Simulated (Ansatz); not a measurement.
Si₄H₇⁻. Charge -1, multiplicity 3. Geometry B3LYP-D4/def2-SVPD, that of the charge -1 singlet.

```xyz
11

Si    1.352    0.169    0.596
Si   -1.137    0.385   -1.675
Si    0.177   -1.403   -0.727
Si   -0.710    1.332    0.504
H     2.000   -0.210    1.903
H    -2.538   -0.183   -1.419
H    -0.446   -2.384    0.240
H    -0.640    2.831    0.679
H     2.428    0.870   -0.187
H     1.017   -2.284   -1.623
H    -1.503    0.878    1.709
```

At PBE-D4/def2-TZVPD, r2SCAN-D4/def2-TZVPD, PBE0-D4/def2-TZVPD the highest occupied level of the charge -1 triplet lies above zero (up to 2.04 eV). Energy differences put its binding near zero (-0.01 eV; vertical, against the charge 0 doublet, at PBE-D4/def2-TZVPD), which leaves it undecided. At PBE0-D4/def2-TZVPD a singlet of charge -1 lies 2.88 eV below the triplet at the same geometry. The structure comes from a short search, and lower isomers may exist.

**Question.** Estimate the α-spin orbital energies around the gap (eV) in Ansatz with PBE-D4/def2-TZVPD, r2SCAN-D4/def2-TZVPD, PBE0-D4/def2-TZVPD.

**Answer.** 
| orbital | PBE-D4/def2-TZVPD | r2SCAN-D4/def2-TZVPD | PBE0-D4/def2-TZVPD |
| --- | --- | --- | --- |
| HOMO−5 | -3.88 | -4.12 | -5.13 |
| HOMO−4 | -2.63 | -2.87 | -3.76 |
| HOMO−3 | -2.39 | -2.52 | -3.35 |
| HOMO−2 | -1.99 | -2.09 | -2.88 |
| HOMO−1 | -1.81 | -2.07 | -2.80 |
| HOMO | 2.04 | 2.04 | 1.57 |
| LUMO | 2.31 | 2.65 | 2.94 |
| LUMO+1 | 2.50 | 2.84 | 3.15 |
| LUMO+2 | 2.94 | 3.34 | 3.53 |
| LUMO+3 | 3.09 | 3.59 | 3.70 |
| LUMO+4 | 3.51 | 3.82 | 4.24 |
| LUMO+5 | 3.79 | 4.27 | 4.35 |
| β HOMO | -1.85 | -1.96 | -2.70 |
| β LUMO | -0.45 | -0.01 | 0.45 |
